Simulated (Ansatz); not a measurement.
`[F][Ge]([F])([F])[GeH3]` + dimethylamine → `C[N](C)[Ge]([F])([F])[F]` + GeH₄ at 600 K and 1 bar (cleavage of the Ge–Ge bond).

Isolated molecules relaxed with PBE0-D4/def2-TZVP in Ansatz; ΔE leaves out vibrations. CCSD(T)/CBS adds triple-zeta CCSD(T) − MP2 to the extrapolated MP2 energy (def2 sets, frozen cores). For Ge outer-core shells are correlated without core-valence functions, which leaves a few kJ/mol of doubt a bond. Scalar relativity is left out up to krypton. One conformer a species, not always the lowest.

```tsv
species	CCSD(T)/CBS energy (Eh)	H − E (kJ/mol)	S (J/(mol·K))
`[F][Ge]([F])([F])[GeH3]`	-4453.52870	144.8	466.6
`CNC`	-135.00321	284.6	333.5
`C[N](C)[Ge]([F])([F])[F]`	-2510.03269	314.7	522.2
GeH₄	-2078.49493	105.8	256.4
```

H − E and S are ideal-gas, rigid-rotor, harmonic terms from PBE0-D4/def2-TZVP, for one conformer and one mirror image of each species. 1 Eh = 2625.50 kJ/mol, R = 8.31446 J/(mol·K).

By hand: ΔE, ΔH, ΔS and ΔG.

ΔE = (-2510.03269) + (-2078.49493) − (-4453.52870) − (-135.00321) = 0.00429 Eh = 11.3 kJ/mol. Δ(H − E) = 314.7 + 105.8 − 144.8 − 284.6 = -8.9, so ΔH = 2.4 kJ/mol. ΔS = 522.2 + 256.4 − 466.6 − 333.5 = -21.5 J/(mol·K). ΔG = 2.4 − 600 × (-21.5)/1000 = 15.3 kJ/mol.

By hand: the equilibrium constant, and the temperature at which ΔG would vanish if ΔH and ΔS stayed fixed.

log₁₀ K = −ΔG/(RT ln 10) = -1.3. ΔH and −TΔS have one sign here, so there is no such temperature. One of them is within its doubt of zero, so this could turn.

TΔS isn't small against ΔH here. A doubt of 5 kJ/mol in ΔE shifts log₁₀ K by 0.4 here. Other conformers and mirror images would add mixing entropy, several J/(mol·K) or more a flexible species. Modes under 60 cm⁻¹, often nearly free rotors, make the harmonic entropy too high. These are equilibria of isolated gas molecules and say nothing of rates. Largest T1 diagnostic: 0.013 (customary marks: 0.02 for closed shells, 0.045 for open ones).
